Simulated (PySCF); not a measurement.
Correlation energy of Ce (cerium, neutral)

[Xe] 4f2 6s2, one real determinant (an excited configuration). Calculation: PySCF 2.14, in cc-pVDZ-X2C; scalar relativity by spin-free X2C-1e. Frozen: [Kr] 4d10; 12 electrons correlated.

```json
{"level": "CCSD", "correlation energy (mhartree)": "-294.61"}
{"level": "(T)", "correlation energy (mhartree)": "-13.73"}
{"level": "CCSD(T)", "correlation energy (mhartree)": "-308.34"}
```

Diagnostics: T1 = 0.025, D1 = 0.0803, largest double amplitude 0.096.

The real determinant used has ⟨L²⟩ near 24 against 30 for a pure H term, so it mixes terms. Spin-orbit coupling, absent here, splits the open shell strongly.

Cost of the coupled-cluster step: roughly 23 core-seconds, for 12 correlated electrons.

Iterations:

```
CC2 = 0
CCSD nocc = (np.int64(7), np.int64(5)), nmo = (61, 61)
frozen orbitals [[0, 1, 2, 3, 4, 5, 6, 7, 8, 9, 10, 11, 12, 13, 14, 15, 16, 17, 18, 19, 20, 21, 22], [0, 1, 2, 3, 4, 5, 6, 7, 8, 9, 10, 11, 12, 13, 14, 15, 16, 17, 18, 19, 20, 21, 22]]
max_cycle = 100
direct = 0
conv_tol = 1e-08
conv_tol_normt = 1e-06
diis_space = 8
diis_start_cycle = 0
Init t2, MP2 energy = -0.275641821391017
Init E_corr(UCCSD) = -0.275641821391067
cycle = 1  E_corr(UCCSD) = -0.282858795169835  dE = -0.00721697378  norm(t1,t2) = 0.0953643
cycle = 2  E_corr(UCCSD) = -0.290756435813942  dE = -0.00789764064  norm(t1,t2) = 0.0332944
cycle = 3  E_corr(UCCSD) = -0.293594979822507  dE = -0.00283854401  norm(t1,t2) = 0.0183471
cycle = 4  E_corr(UCCSD) = -0.294238546134481  dE = -0.000643566312  norm(t1,t2) = 0.00593674
cycle = 5  E_corr(UCCSD) = -0.294118926396195  dE = 0.000119619738  norm(t1,t2) = 0.00435478
cycle = 6  E_corr(UCCSD) = -0.294232061952621  dE = -0.000113135556  norm(t1,t2) = 0.00310665
cycle = 7  E_corr(UCCSD) = -0.294425212248857  dE = -0.000193150296  norm(t1,t2) = 0.00266125
cycle = 8  E_corr(UCCSD) = -0.294485789018922  dE = -6.05767701e-05  norm(t1,t2) = 0.00201034
cycle = 9  E_corr(UCCSD) = -0.294557772061198  dE = -7.19830423e-05  norm(t1,t2) = 0.00110015
cycle = 10  E_corr(UCCSD) = -0.2945753745422  dE = -1.7602481e-05  norm(t1,t2) = 0.000679461
cycle = 11  E_corr(UCCSD) = -0.294610461466727  dE = -3.50869245e-05  norm(t1,t2) = 0.000423923
cycle = 12  E_corr(UCCSD) = -0.294608162944882  dE = 2.29852185e-06  norm(t1,t2) = 0.000251131
cycle = 13  E_corr(UCCSD) = -0.294609520965666  dE = -1.35802078e-06  norm(t1,t2) = 0.000150211
cycle = 14  E_corr(UCCSD) = -0.294611476334392  dE = -1.95536873e-06  norm(t1,t2) = 8.40499e-05
cycle = 15  E_corr(UCCSD) = -0.294613375310604  dE = -1.89897621e-06  norm(t1,t2) = 4.89602e-05
cycle = 16  E_corr(UCCSD) = -0.294612626127728  dE = 7.49182877e-07  norm(t1,t2) = 2.86817e-05
cycle = 17  E_corr(UCCSD) = -0.294612457325948  dE = 1.6880178e-07  norm(t1,t2) = 1.2383e-05
cycle = 18  E_corr(UCCSD) = -0.294612438404501  dE = 1.89214474e-08  norm(t1,t2) = 8.65371e-06
cycle = 19  E_corr(UCCSD) = -0.294612647582859  dE = -2.09178358e-07  norm(t1,t2) = 4.89886e-06
cycle = 20  E_corr(UCCSD) = -0.294612708730842  dE = -6.11479839e-08  norm(t1,t2) = 3.34413e-06
cycle = 21  E_corr(UCCSD) = -0.294612673300764  dE = 3.54300786e-08  norm(t1,t2) = 2.01071e-06
cycle = 22  E_corr(UCCSD) = -0.29461266904331  dE = 4.2574535e-09  norm(t1,t2) = 1.44165e-06
cycle = 23  E_corr(UCCSD) = -0.294612707043947  dE = -3.80006371e-08  norm(t1,t2) = 1.14969e-06
cycle = 24  E_corr(UCCSD) = -0.294612757612287  dE = -5.056834e-08  norm(t1,t2) = 9.01778e-07
cycle = 25  E_corr(UCCSD) = -0.294612805010675  dE = -4.73983879e-08  norm(t1,t2) = 6.30639e-07
cycle = 26  E_corr(UCCSD) = -0.29461282028391  dE = -1.52732351e-08  norm(t1,t2) = 3.9345e-07
cycle = 27  E_corr(UCCSD) = -0.294612823071549  dE = -2.78763856e-09  norm(t1,t2) = 2.70055e-07
UCCSD converged
E(UCCSD) = -8856.549882260724  E_corr = -0.294612823071549
UCCSD(T) correction = -0.0137287099427277
```

The reference is one real determinant that mixes LS terms of this configuration.
